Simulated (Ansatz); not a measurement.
Mulliken charges of CH$_{3}$BO$_{2}$, SMILES `OB1CO1` from r2SCAN/def2-TZVPP in Ansatz (PBE0-D4/def2-TZVP geometry).

```json
{"atom": "O1", "x (Å)": "-1.464", "y (Å)": "0.372", "z (Å)": "-1.007", "charge (e)": "-0.296"}
{"atom": "B2", "x (Å)": "-0.448", "y (Å)": "-0.120", "z (Å)": "-0.283", "charge (e)": "0.275"}
{"atom": "C3", "x (Å)": "0.819", "y (Å)": "-0.148", "z (Å)": "0.533", "charge (e)": "-0.069"}
{"atom": "O4", "x (Å)": "-0.053", "y (Å)": "-1.320", "z (Å)": "0.146", "charge (e)": "-0.294"}
{"atom": "H5", "x (Å)": "-1.427", "y (Å)": "1.323", "z (Å)": "-1.123", "charge (e)": "0.224"}
{"atom": "H6", "x (Å)": "0.830", "y (Å)": "0.024", "z (Å)": "1.606", "charge (e)": "0.080"}
{"atom": "H7", "x (Å)": "1.806", "y (Å)": "-0.199", "z (Å)": "0.082", "charge (e)": "0.080"}
```

By hand: the dipole of these point charges (1 e Å = 4.8032 D).

Σ q r = (0.160, 0.538, 0.024) e Å, of length 0.562 e Å = 2.70 D.

How does the dipole of the full density compare? (Best estimate.)

The calculation gave: (0.109, 0.591, -0.017) e Å, 2.89 D; the point charges give 0.93 times that, at 7° from its direction.

Point charges leave out the atoms' own dipoles, such as those of lone pairs, and Mulliken's split depends on the basis, so the close match here is no proof of good charges.
